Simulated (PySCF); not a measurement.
Pt(Cl)6, SMILES [Cl][Pt-2]([Cl])([Cl])([Cl])([Cl])[Cl] (Cl6Pt (anion, charge -2)), singlet (B3LYP/def2-SVP optimised geometry):

```
7

Pt     0.000     0.000     0.000
Cl     0.000    -2.139    -1.085
Cl     2.399     0.000     0.000
Cl    -2.399     0.000     0.000
Cl     0.000     2.139     1.085
Cl     0.001     1.085    -2.139
Cl    -0.002    -1.085     2.139
```

Level of theory: B3LYP/def2-TZVPD, def2 effective core potentials past Kr run with PySCF 2.14.0.

**Question.** What are the frontier orbital energies?

**Answer.** HOMO-2 -0.03 eV, HOMO-1 -0.03 eV, HOMO -0.03 eV, LUMO 3.78 eV, LUMO+1 3.78 eV.

On the same geometry PySCF 2.14.0 with PBE/def2-TZVPD, def2 effective core potentials past Kr gives HOMO-2 1.16 eV, HOMO-1 1.16 eV, HOMO 1.16 eV, LUMO 3.30 eV, LUMO+1 3.30 eV.
